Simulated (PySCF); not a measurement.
# Excitation energies in several basis sets

Species: CH₇FSSi₂.
InChI=1S/CH7FSSi2/c1-4-5(2)3/h3,5H,4H2,1H3/t5-/m1/s1

TDDFT with PBE0 (PySCF), vertical singlets, core orbitals frozen in the response, spherical d and f functions. The structure is a single PBE0-D3(BJ)/def2-SVP conformer in the gas phase; no vibrational or solvent corrections.

```csv
basis,functions,diffuse,S1 (eV),S2 (eV),S3 (eV),S4 (eV),S5 (eV),LUMO (eV),α (au)
6-31G*,96,no,6.44,6.50,6.59,7.05,7.25,0.03,74.0
6-31+G*,116,yes,6.08,6.24,6.33,6.76,6.91,-0.52,83.2
def2-SVP,117,no,6.45,6.50,6.64,7.07,7.24,0.04,76.0
def2-SVPD,174,yes,6.12,6.25,6.37,6.83,6.90,-0.38,91.0
aug-cc-pVDZ,190,yes,6.01,6.20,6.28,6.71,6.80,-0.53,92.2
def2-TZVP,215,no,6.16,6.20,6.34,6.81,6.87,-0.28,85.7
def2-TZVPD,272,yes,6.01,6.11,6.23,6.68,6.74,-0.51,92.2
```

Task: How much do these states and the polarisability depend on the basis?

Result: States are compared by their number. Against the largest diffuse basis here (def2-TZVPD, itself not a converged limit), sets without diffuse functions differ by up to 0.44 eV in S1 and 0.50 eV in S5; the smaller diffuse sets differ by up to 0.11 and 0.17 eV. State by state, the largest deviation of a set without diffuse functions is S1 0.44, S2 0.39, S3 0.41, S4 0.40, S5 0.50 eV. The same number needn't mean the same state in each row. Against def2-TZVPD the polarisability deviates by -20% in 6-31G*, -10% in 6-31+G*, -17% in def2-SVP, -1% in def2-SVPD, 0% in aug-cc-pVDZ, -7% in def2-TZVP. A single + in a Pople set puts diffuse functions on heavy atoms only.

Without π bonds the low states may be Rydberg-like; a valence basis with one diffuse set may place them up to an eV too high.
